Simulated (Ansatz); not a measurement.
Ansatz results at the PBE0-D4/def2-TZVP geometry: size of the dipole moment (PBE/def2-TZVPP) 1.26 D; HOMO energy (PBE0/def2-TZVPP) -8.01 eV; HOMO–LUMO gap (ωB97M-V/def2-TZVPP) 12.23 eV.

Each molecule was computed in one conformer, which needn't be the lowest.

(1) Which molecule gave them?
A. `CN([SiH2]O)[SiH2]F`
B. `O[SiH2][CH2][GeH2][OH]`
C. `N[SiH2][SiH2]N`
D. `CO[SiH2][O][GeH3]`

Results:

(1) D. The others give `N[SiH2][SiH2]N`: 1.76, -7.19, 10.73; `O[SiH2][CH2][GeH2][OH]`: 3.03, -8.22, 12.11; `CN([SiH2]O)[SiH2]F`: 0.56, -7.76, 11.91.
